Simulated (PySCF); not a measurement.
# How methods differ on the ionisation energy of Fe¹⁸⁺

Fe¹⁸⁺ [He] 2s2 2p4 (3P) → Fe¹⁹⁺ [He] 2s2 2p3 (4S), as a difference of total energies. Computed with PySCF 2.14 in an even-tempered Gaussian basis (15 s from 3.1 bohr⁻², ratio 2.5; 10 p from 4 bohr⁻², ratio 2.5; 5 d from 21 bohr⁻², ratio 2.7; 5 f from 32 bohr⁻², ratio 2.7), with the non-relativistic Hamiltonian (point nucleus). Correlated levels: nothing frozen; virtual orbitals above 40 to 60 times the deepest correlated orbital energy dropped. The calculations carry no spin-orbit coupling.

```json
{"method": "UHF", "ionisation energy (eV)": "1448.9"}
{"method": "MP2 (all electrons)", "ionisation energy (eV)": "1450.3"}
{"method": "SCS-MP2 (all electrons)", "ionisation energy (eV)": "1450.4"}
{"method": "CCSD (all electrons)", "ionisation energy (eV)": "1450.3"}
{"method": "CCSD(T) (all electrons)", "ionisation energy (eV)": "1450.3"}
```

A first-order spin-orbit estimate (lowest level to lowest level, LS coupling) adds 4.213 eV.

These non-relativistic numbers lack the scalar-relativistic shift.

For comparison: 1460 ± 3 eV (semi-empirical (NIST evaluation); NIST Atomic Spectra Database, ionization energies).
